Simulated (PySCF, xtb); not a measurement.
In(Cl)(Br)(OH) (BrClHInO), SMILES [OH][In]([Cl])[Br]. Other conformers were not sampled.

Harmonic wavenumbers (cm⁻¹) from GFN2-xTB (xtb) at its own minimum, in rising order: 64, 81, 107, 232, 268, 315, 435, 689, 3618.

Question: What does PBE-D3(BJ)/def2-SVP run with PySCF 2.14.0 give at its own minimum? (Estimate from the structure and the level; the computed values follow.)

Answer: 73, 100, 105, 248, 280, 359, 585, 849, 3685. Paired by order, the mean absolute difference is 53 cm⁻¹ and the zero-point energies are 8.3 and 9.0 kcal/mol.
